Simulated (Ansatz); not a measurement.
A series at Si: from `O[SiH2]N[SiH](O)O`, ligands are replaced one by one, each step taking up H–F and setting free H₂O; n counts the steps. Ansatz, PBE0-D4/def2-TZVP geometries. Each molecule was computed in one conformer, which needn't be the lowest.

CBS adds triple-zeta CCSD(T) − MP2 to the MP2 limit, frozen cores; atoms without spin–orbit coupling. 

| n | molecule | atomization energy, CCSD(T)/CBS (kJ/mol) |
| --- | --- | --- |
| 0 | `O[SiH2]N[SiH](O)O` | 4945.0 |
| 1 | `O[SiH](O)N[SiH2]F` | 4602.4 |
| 2 | `O[SiH](F)N[SiH2]F` | ? |
| 3 | `F[SiH2]N[SiH](F)F` | 3919.6 |

Q: By hand: fit a straight line y = ȳ + b (n − n̄) to the 3 given rows and predict n = 2.

A: n̄ = 1.333, ȳ = 4489.00; Σ(n − n̄)(y − ȳ) = -1594.80, Σ(n − n̄)² = 4.667, so b = -341.72 kJ/mol a step. Prediction: 4489.00 + (-341.72) × (0.667) = 4261.1 kJ/mol.

Q: By hand: compare with the computed value, 4261.5 kJ/mol, and give the steps along the whole series.

A: The line misses by 0.4 kJ/mol (computed minus predicted). Steps: -342.6, -340.9, -341.9 kJ/mol.

The steps differ by at most 1.7 kJ/mol, 0.5 % of a mean step, so the ligands' effects nearly add and a line is close. The miss is 0.0 % of the series' range. The energies themselves are unsure by some kJ/mol a bond, though much of that is common to the series.
